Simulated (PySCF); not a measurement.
CuI, SMILES [Cu][I], multiplicity 1. Atoms are numbered in the order given.

```xyz
2

Cu     0.0000     0.0000    -1.5356
I      0.0000     0.0000     0.8403
```

Geometry: PBE0-D3(BJ)/def2-TZVP. The spin state was assumed, not searched. The def2 effective core potentials stand for the cores of I; spin–orbit coupling is left out.

Level of theory: HF/def2-TZVPD in PySCF.

Gas-phase values at a fixed geometry.

```yaml
total_energy: -1935.65615 hartree
point_group: C∞v
highest_occupied_level: -9.02 eV
lowest_empty_level: -0.40 eV
orbital_gap: 8.63 eV
dipole_moment: 6.30 D
quadrupole, principal values (traceless, Buckingham form, about the centre of nuclear charge): -5.63, -5.63, 11.26 D·Å
mean_static_polarisability: 54.4 bohr³ (8.06 Å³)
polarisability_principal_values: 49.0, 49.0, 65.1 bohr³
```
